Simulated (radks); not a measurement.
Charge is removed step by step from the 2s1/2 level of neutral titanium, starting from [Ar] 3d2 4s2. All-electron calculation, Dirac Kohn-Sham, BLYP, spin-unpolarised, spherical densities, point nucleus; open shells are shared between the two j in proportion to 2j + 1. Program: a radial shooting solver on a logarithmic mesh with Libxc functionals.

removed (e)  E - E(0) (eV)  eigenvalue (eV)  E minus straight line (eV)
0                    0.000          -536.74                       0.000
0.125               67.409          -541.81                      -2.313
0.25                135.46          -546.98                      -3.985
0.375               204.16          -552.24                      -5.006
0.5                 273.52          -557.57                      -5.365
0.625               343.55          -562.98                      -5.053
0.75                414.27          -568.46                      -4.060
0.875               485.67          -574.00                      -2.379
1                   557.77          -579.61                       0.000

Removing the whole electron costs 557.77 eV by Delta-SCF, against 536.74 eV from minus the eigenvalue at the starting occupation. Slater's transition state (half an electron removed) gives 557.57 eV. Integrating minus the eigenvalue over the occupation (Janak's theorem) gives 557.77 eV. The mean slope of the eigenvalue, de/dn, is 42.9 eV per electron.
